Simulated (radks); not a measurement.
Problem. These are the eigenvalues of the occupied orbitals of an atom or ion with whole-number occupations (hartree). Calculated with a radial shooting solver on a logarithmic mesh with Libxc functionals: scalar-relativistic Kohn-Sham, r2SCAN, spin-unpolarised, spherical densities, finite nucleus; meta-GGA in the generalised Kohn-Sham scheme; Fermi nuclear charge, rms radius of each element as measured or else 0.836 A^(1/3) + 0.57 fm.

1s: -826.9526
2s: -165.6296
2p: -154.5608
3s: -64.26925
3p: -60.67538

Which element is it, and in what charge state? The configuration may be excited.

Solution. Z = 43, technetium, charge +30: Tc30+ in [Ne] 3s2 3p1. The list shows which subshells hold electrons but not how many an open one holds; the 1s level, -826.95 hartree, gives Z - s = 40.7 by -(Z - s)^2/2, which with screening and relativity narrows Z to a few neighbours, and the depths of the outer levels then fix element, charge and occupations together.
